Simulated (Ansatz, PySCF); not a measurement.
H3OSi, SMILES [OH+]=[SiH2], charge +1. Atoms are numbered in the order given.

```xyz
5

O      0.1659     1.0753     0.0000
Si     0.0418    -0.4887     0.0000
H     -0.5324     1.7462     0.0000
H     -1.2743    -1.1439     0.0000
H      1.3317    -1.1810     0.0000
```
Charge +1, spin multiplicity 1.

The structure is a stationary point at r2SCAN-D4/def2-TZVP. The isomer is the one that the SMILES or the coordinates give; other isomers of the formula were not compared.

Two levels are set side by side: PBE-D3(BJ)/def2-TZVP (Ansatz, a program for electronic structure) and r2SCAN-D4/def2-TZVP (PySCF). Each level has its own optimised geometry; the coordinates shown are those of the second. Frequencies come from the Hessian of PySCF at each geometry. Differences are taken from unrounded values.

```json
[
 {"quantity": "mean bond length (Å)", "r2SCAN-D4": "1.368", "PBE-D3(BJ)": "1.381", "PBE-D3(BJ) minus r2SCAN-D4": "0.013"},
 {"quantity": "bond O1–Si2 (Å)", "r2SCAN-D4": "1.569", "PBE-D3(BJ)": "1.585", "PBE-D3(BJ) minus r2SCAN-D4": "0.016"},
 {"quantity": "bond O1–H3 (Å)", "r2SCAN-D4": "0.968", "PBE-D3(BJ)": "0.978", "PBE-D3(BJ) minus r2SCAN-D4": "0.009"},
 {"quantity": "bond Si2–H4 (Å)", "r2SCAN-D4": "1.470", "PBE-D3(BJ)": "1.483", "PBE-D3(BJ) minus r2SCAN-D4": "0.013"},
 {"quantity": "bond Si2–H5 (Å)", "r2SCAN-D4": "1.464", "PBE-D3(BJ)": "1.476", "PBE-D3(BJ) minus r2SCAN-D4": "0.012"},
 {"quantity": "highest harmonic wavenumber (cm⁻¹)", "r2SCAN-D4": "3776", "PBE-D3(BJ)": "3672", "PBE-D3(BJ) minus r2SCAN-D4": "-104"},
 {"quantity": "mean harmonic wavenumber (cm⁻¹)", "r2SCAN-D4": "1456", "PBE-D3(BJ)": "1414", "PBE-D3(BJ) minus r2SCAN-D4": "-42"},
 {"quantity": "zero-point energy (kcal/mol)", "r2SCAN-D4": "18.73", "PBE-D3(BJ)": "18.20", "PBE-D3(BJ) minus r2SCAN-D4": "-0.54"}
]
```
